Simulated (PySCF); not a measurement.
acetone (C3H6O), SMILES CC(C)=O.

Geometry optimised at B3LYP-D3(BJ)/def2-TZVP.

Level of theory: PySCF with HF/def2-TZVP.

The molecule is in vacuum.

The total energy is -192.03541 hartree, the point group comes out as C2v and the highest occupied level comes out as -11.20 eV. The lowest empty level comes out as 3.60 eV and the orbital gap comes out as 14.80 eV. The dipole moment comes out as 3.24 D and the quadrupole, principal values (traceless, Buckingham form, about the centre of nuclear charge) comes out as -6.06, 2.36, 3.70 D·Å. The mean static polarisability is 36.7 bohr³ (5.44 Å³) and the polarisability, principal values comes out as 30.7, 39.2, 40.3 bohr³.
